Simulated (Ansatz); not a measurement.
`F[SiH](S)[O][GeH3]` + HCl → `F[SiH](Cl)[O][GeH3]` + H₂S at 700 K and 1 bar (ligand exchange at the Si–S bond).

Isolated molecules relaxed with PBE0-D4/def2-TZVP in Ansatz; ΔE leaves out vibrations. CCSD(T)/CBS is the MP2 limit (def2-TZVPP, def2-QZVPP) plus CCSD(T) − MP2 in def2-TZVPP, frozen cores. This one scheme is used for every species. For Ge outer-core shells are correlated without core-valence functions, which leaves a few kJ/mol of doubt a bond. Scalar relativity is left out up to krypton. Each species was taken in one conformer, which may not be the lowest.

```json
{"species": "`F[SiH](S)[O][GeH3]`", "CCSD(T)/CBS energy (Eh)": "-2941.10338", "H − E (kJ/mol)": "219.3", "S (J/(mol·K))": "537.3"}
{"species": "HCl", "CCSD(T)/CBS energy (Eh)": "-460.38127", "H − E (kJ/mol)": "38.4", "S (J/(mol·K))": "211.8"}
{"species": "`F[SiH](Cl)[O][GeH3]`", "CCSD(T)/CBS energy (Eh)": "-3002.53092", "H − E (kJ/mol)": "190.8", "S (J/(mol·K))": "508.7"}
{"species": "H₂S", "CCSD(T)/CBS energy (Eh)": "-398.97279", "H − E (kJ/mol)": "64.8", "S (J/(mol·K))": "236.9"}
```

H − E and S are ideal-gas, rigid-rotor, harmonic terms from PBE0-D4/def2-TZVP, for one conformer and one mirror image of each species. 1 Eh = 2625.50 kJ/mol, R = 8.31446 J/(mol·K).

Q: By hand: ΔE, ΔH, ΔS and ΔG.

A: ΔE = (-3002.53092) + (-398.97279) − (-2941.10338) − (-460.38127) = -0.01906 Eh = -50.0 kJ/mol. Δ(H − E) = 190.8 + 64.8 − 219.3 − 38.4 = -2.1, so ΔH = -52.1 kJ/mol. ΔS = 508.7 + 236.9 − 537.3 − 211.8 = -3.5 J/(mol·K). ΔG = -52.1 − 700 × (-3.5)/1000 = -49.6 kJ/mol.

Q: By hand: the equilibrium constant, and the temperature at which ΔG would vanish if ΔH and ΔS stayed fixed.

A: log₁₀ K = −ΔG/(RT ln 10) = 3.7. ΔG = 0 at ΔH/ΔS = 14886 K, far beyond where these terms or the molecules hold.

The number of gas molecules stays the same, so ΔS is small and ΔH decides. A doubt of 5 kJ/mol in ΔE shifts log₁₀ K by 0.4 here. Other conformers and mirror images would add mixing entropy, several J/(mol·K) or more a flexible species. Modes under 60 cm⁻¹, often nearly free rotors, make the harmonic entropy too high. These are equilibria of isolated gas molecules and say nothing of rates. Largest T1 diagnostic: 0.012 (customary marks: 0.02 for closed shells, 0.045 for open ones).
